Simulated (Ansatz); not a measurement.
The same path of CH₈GeN₂OSi (14 atoms, charge 0, multiplicity 1) was run 3 times with different band settings. The coordinate that changes most is the height of N1 over the plane of its neighbours.

These are results of Ansatz 0.2.0, RKS PBE-D4/def2-SVP, not measurements.

Relaxed end points:

```xyz
14
Properties=species:S:1:pos:R:3
N -2.064 -1.179 -1.265
Ge -0.933 -1.354 0.201
N 0.867 -1.442 -0.338
Si 0.947 -0.083 0.760
C 1.169 1.698 0.095
O 0.572 2.621 1.008
H -3.058 -1.201 -1.002
H -1.902 -0.319 -1.804
H -1.471 -2.594 0.974
H 1.496 -2.084 -0.827
H 1.714 -0.212 2.056
H 2.248 1.959 0.038
H 0.771 1.782 -0.947
H -0.370 2.377 1.080
```

```xyz
14
Properties=species:S:1:pos:R:3
N -2.371 -0.751 -0.829
Ge -1.027 -1.234 0.355
N 0.731 -1.514 -0.347
Si 0.988 -0.137 0.686
C 1.266 1.622 -0.014
O 0.752 2.577 0.915
H -2.742 -1.548 -1.363
H -2.081 -0.030 -1.499
H -1.581 -2.453 1.140
H 1.285 -2.218 -0.842
H 1.786 -0.277 1.962
H 2.353 1.830 -0.118
H 0.828 1.715 -1.039
H -0.200 2.387 1.021
```

Common settings: spring 5.0 eV/Å²; optimiser quadratic models (default); start path IDPP; force threshold 0.05 eV/Å; end points relaxed.

| run | movable images | climbing image | iteration limit |
| --- | --- | --- | --- |
| 1 | 7 | yes | 37 |
| 2 | 6 | no | 42 |
| 3 | 8 | no | 41 |

(1) What does each run give, and how far can it be trusted?

## Answers

(1) Run 1: converged after 5 iterations, highest image 0.048 eV above the first end. A vibrational analysis at the climbing image gives one clearly imaginary mode, 373i cm⁻¹: a first-order saddle point.
Run 2: converged after 5 iterations, highest image 0.047 eV above the first end. No image climbed, so the highest image needn't sit at the top of the path.
Run 3: converged after 5 iterations, highest image 0.048 eV above the first end. No image climbed, so the highest image needn't sit at the top of the path.
